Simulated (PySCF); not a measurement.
## AuOI, triplet: molecular constants

All numbers come from UB3LYP/[Au def2-SVP with ECP60, O def2-SVP, I def2-SVP with ECP28], scalar-relativistic core potentials, density fitting, no spin–orbit coupling, PySCF.

The structure is a minimum.

Z-matrix (Å, degrees; charge 0 multiplicity 3):
```
Au
O  1 1.8914
I  1 2.5416 2 180.00
```

* Point group: C∞v
* Bond lengths: Au–I 2.542 Å, Au–O 1.891 Å
* Bond angles: I–Au–O 180.0°
* Enthalpy at 298.15 K above 0 K: 14.39 kJ/mol
* Highest occupied level (β): -7.70 eV
* Atomisation energy without zero-point energy: 411 kJ/mol
* Heat capacity Cp at 298.15 K: 57.3 J/(mol K)
* Principal quadrupole moments (Buckingham, traceless) about the centre of mass: -2.19, 1.09, 1.09 D Å
* Lowest empty level (β): -5.41 eV
* Spin squared ⟨S²⟩: 2.016
* Rotational symmetry number: 1
* Rotational constants: 0.02694 cm⁻¹
* Dipole moment: 0.44 D
* Principal polarisabilities: 39.3, 39.3, 140.5 bohr³
* Entropy at 298.15 K and 1 bar (electronic part: spin only): 312.9 J/(mol K)
* Zero-point energy: 6.1 kJ/mol

Harmonic modes (masses in u: Au 196.967, O 15.995, I 126.904):
```json
{"symmetry": "π", "ω (cm⁻¹)": "99", "IR (km/mol, summed over degenerate members)": "1.9", "type": "bend"}
{"symmetry": "σ+", "ω (cm⁻¹)": "207", "IR (km/mol, summed over degenerate members)": "4.5", "type": "stretch"}
{"symmetry": "σ+", "ω (cm⁻¹)": "610", "IR (km/mol, summed over degenerate members)": "5.2", "type": "stretch"}
```

In C∞v the vibrations span π + 2σ+.

Charges (e):
```tsv
atom	Mulliken	Löwdin	polar tensor	spin (Mulliken)	Mayer order to Au1
Au1	0.22	-0.13	0.20	0.31	–
O2	-0.19	-0.03	0.03	1.38	1.13
I3	-0.03	0.17	-0.24	0.31	1.10
```
Other Mayer orders above 0.3: O–I 0.42.

Mulliken populations on Au1 (electrons outside its core potential): s 3.08, p 6.29, d 9.39, f 0.02.

Outer orbital energies (eV). α occupied: -10.43, -10.43, -10.24, -10.24, -9.48, -8.98, -7.76, -7.76; empty: -1.32, -0.08, -0.08, 1.97. β occupied: -11.25, -11.25, -10.20, -10.20, -9.11, -8.76, -7.70, -7.70; empty: -5.41, -5.41, -0.98, 0.13.

Formally Au is in oxidation state +3, d8, with 2 unpaired electrons (the high-spin count). The Mulliken spin on Au is 0.31, so most of the spin sits on the ligands and the formal count fails. The polar-tensor charge on Au, 0.20, is far below the formal one.

Only a few start shapes were tried, so a lower isomer may exist. Other spin states or occupations of the open shell can lie lower. Spin–orbit coupling, left out here, can matter for elements this heavy.

The final relaxation and frequency run took 34 s on 2 threads of a shared Intel Xeon Platinum 8488C (Sapphire Rapids) host, with 72 basis functions and 9 gradients; the process peaked at 0.71 GiB. Launch command: `OMP_NUM_THREADS=2 python axn.py task.json out`.
